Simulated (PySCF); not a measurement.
A structure optimised at B3LYP-D3(BJ)/def2-TZVP, used in a PySCF frequency run:

```xyz
4

Zr     0.3117    -0.2631     0.0000
O     -0.8851    -1.5566     0.0000
O     -0.3368     1.4362     0.7464
O     -0.3368     1.4362    -0.7464
```
Charge 0, spin multiplicity 1.

Q: Write its SMILES, formula and point group.

A: [O]=[Zr]1[O][O]1, O3Zr, Cs

Q: What are its rotational constants (standard atomic weights)?

A: 11.819, 3.9222, 3.7172 GHz
